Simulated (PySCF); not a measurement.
A GIAO shielding run with PySCF (density fitting, non-relativistic, gas phase) on `C=C/C=N/[SiH3]`, C3H7NSi:

```
$ OMP_NUM_THREADS=1 python probes_run.py task.json out

{"job": {"kind": "nmr", "xc": "PBE0", "basis": "6-311+G(2d,p)", "pop": true}, "charge": 0, "multiplicity": 1}
C     -2.463392     0.839683     0.448685
C     -1.615129    -0.068057    -0.049784
C     -0.163644     0.081200     0.050469
N      0.646146    -0.777140    -0.420999
Si     2.388390    -0.661743    -0.349264
H     -3.546599     0.721091     0.369410
H     -2.094940     1.737592     0.956276
H     -1.967914    -0.969972    -0.559911
H      0.168696     1.008193     0.573488
H      2.915998    -1.871207     0.346678
H      2.858253     0.569151     0.375441
H      2.917695    -0.639284    -1.744205
```

Hardware: 1 thread of an Arm Neoverse V2, shared host. The job also computes population analyses, field gradients.

(1) How large is the calculation?

(2) How long does it take, and how much memory does it need?

(3) And these other runs on the same molecule and hardware: GIAO shielding at PBE0/6-31G*; GIAO shielding at PBE0/IGLO-III; GIAO shielding at PBE0/aug-cc-pVDZ; GIAO shielding at PBE0/cc-pVDZ; GIAO shielding at PBE0/cc-pVTZ; GIAO shielding at PBE0/def2-SVP?

Results:

(1) 46 electrons, 185 basis functions and 635 auxiliary functions.

(2) 16 s of wall time, with 14 SCF cycles and 5 response iterations; peak memory 0.87 GiB. Times on a shared host scatter by some tens of per cent.

(3) PBE0/6-31G*: 88 functions, 6.2 s; PBE0/IGLO-III: 254 functions, 26 s; PBE0/aug-cc-pVDZ: 182 functions, 16 s; PBE0/cc-pVDZ: 109 functions, 7.9 s; PBE0/cc-pVTZ: 252 functions, 27 s; PBE0/def2-SVP: 109 functions, 7.2 s.
